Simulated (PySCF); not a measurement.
**Spinor energies of Cd⁴⁰⁺ (cadmium, charge +40)**

Start: [He] 2s2 2p4; 2p1/2 filled at m_j = -1/2, +1/2; 2p3/2 filled at m_j = +1/2, +3/2. Calculated with PySCF 2.14 in an even-tempered Gaussian basis (17 s from 19 bohr⁻², ratio 2.4; 12 p from 25 bohr⁻², ratio 2.4; 5 d from 89 bohr⁻², ratio 2.6; 4 f from 130 bohr⁻², ratio 2.6): generalised Hartree-Fock with the X2C-1e Hamiltonian and a Gaussian nucleus; one run each with spin-orbit coupling (SO) switched off, then screened by Boettger's factors.

| spinor shell | electrons | ε, spin-free (eV) | ε, screened SO (eV) | weight of nominal j (screened SO) | rms radius, screened SO (bohr) |
| --- | --- | --- | --- | --- | --- |
| 1s1/2 | 2 | -29794.6 | -29786.5 | 1.000 | 0.0347 |
| 2s1/2 | 2 | -6663.1 | -6660.7 | 1.000 | 0.137 |
| 2p1/2 | 2 | -6327.1 | -6458.9 | 0.996 | 0.118 |
| 2p3/2 | 2 | -6327.1 | -6261.0 | 0.997 | 0.122 |

```csv
quantity,spin-free,screened SO
E (hartree),-3876.41718,-3881.82207
M_J,2,2
⟨J²⟩,6.000,6.000
⟨L²⟩,2.000,3.128
⟨S²⟩,2.000,1.439
```

Each row is a mean over spinors that exchange with the open shell spreads, by up to 55.782 eV (2s1/2).

Breit and QED terms are absent; they matter most for the inner s and p1/2 levels.

Densities and radii are taken from the X2C orbitals without a picture-change correction, which distorts them close to the nucleus.

Without spin-orbit coupling the j labels of p, d and f shells carry no meaning; the spin-free column gives the mean over the occupied spinors of each nl shell.
